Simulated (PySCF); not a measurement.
This script is equivalent to a calculation on C²⁺ (carbon, charge +2).

```python
from pyscf import gto, scf, dft, mp, cc
import basis_set_exchange as bse
mol = gto.M(atom="C 0 0 0", charge=2, spin=0, symmetry="D2h",
            basis=gto.basis.parse(bse.get_basis("cc-pVTZ", elements=["C"], fmt="nwchem", header=False)))
mf = dft.UKS(mol, xc="M06L")
mf.irrep_nelec = {'Ag': (2, 2)}
mf.kernel()
```

**Question.** What total energy does it give?

**Answer.** -36.515 hartree (calculated).

**Question.** Which occupied shell lies highest, and where?

**Answer.** 2s, at -40.813 eV.
